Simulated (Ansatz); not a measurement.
System: sum formula SiOCl₃, net charge -1, singlet state. It need not be the lowest isomer of its formula. Whether it binds its extra electron was not tested at this geometry. 
Coordinates optimised at B3LYP-D3(BJ)/def2-TZVP (Ansatz, a quantum-chemistry and plane-wave program):
```
Si
O 1 1.5295
Cl 1 2.1204 2 116.41
Cl 1 2.1204 2 116.41 3 120.00
Cl 1 2.1204 2 116.41 4 120.00
```
Charge -1, spin multiplicity 1.

Basis-set convergence of Hartree-Fock and CCSD(T) correlation energies (hartree) with Ansatz. Cores are frozen in the correlated levels unless marked. No spin-orbit coupling. Non-relativistic. This anion needs diffuse functions, which these sets lack.

| basis | functions | E(HF) | E(corr, CCSD(T)) |
|---|---|---|---|
| cc-pV(D+d)Z | 106 | -1742.56761 | -0.74760 |
| cc-pV(T+d)Z | 186 | -1742.66450 | -1.01114 |
| cc-pV(Q+d)Z | 311 | ? | ? |

Q: Complete the blanks.

A: 
- cc-pV(Q+d)Z, E(HF): -1742.68692
- cc-pV(Q+d)Z, E(corr, CCSD(T)): -1.10389
